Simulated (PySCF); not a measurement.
# SeCl⁺: from constants to spectrum

UHF-CCSD(T) constants of SeCl⁺, ³Σ⁻ (triplet), unpaired electrons π ↑↑ (Se 6-31G(d,p), Cl 6-31G(d,p); no relativity (PySCF 2.14); masses 79.9165 and 34.9689 u):

```
ωe              : 496.5 cm⁻¹
ωexe            : 2.13 cm⁻¹
Be              : 0.16188 cm⁻¹
αe              : 0.000818 cm⁻¹
D (centrifugal) : 6.88e-08 cm⁻¹
De to Se⁺ + Cl  : 2.15 eV
```

(1) Give the vibrational terms G(v) and spacings up to v = 6.

(2) How well does the Morse estimate ωe²/(4ωexe) reproduce De, and what is D0?

Correlated steps freeze 14 core orbitals. Correlated levels converge slowly with the basis: in double zeta they bind strong bonds too weakly, by up to about 1 eV, and carry superposition errors of some tenths. Spin–orbit coupling is left out. For an ion De counts to the pair picked by the measured ionisation energies or electron affinities, which need not be the lowest pair at this level. The state is the lowest determinant that a PBE0 search found; another state may lie lower at other levels.

Answers

(1) G(v) = ωe(v+½) − ωexe(v+½)².

```
v  G(v) (cm⁻¹)  G(v) − G(v−1)  Bv (cm⁻¹)
0        247.7                    0.1615
1        740.0          492.2     0.1607
2       1227.9          488.0     0.1598
3       1711.7          483.7     0.1590
4       2191.1          479.5     0.1582
5       2666.3          475.2     0.1574
6       3137.3          470.9     0.1566
```

(2) It gives 3.59 eV, 167 % of the computed De. D0 = De − G(0) = 2.15 − 0.03 = 2.12 eV.
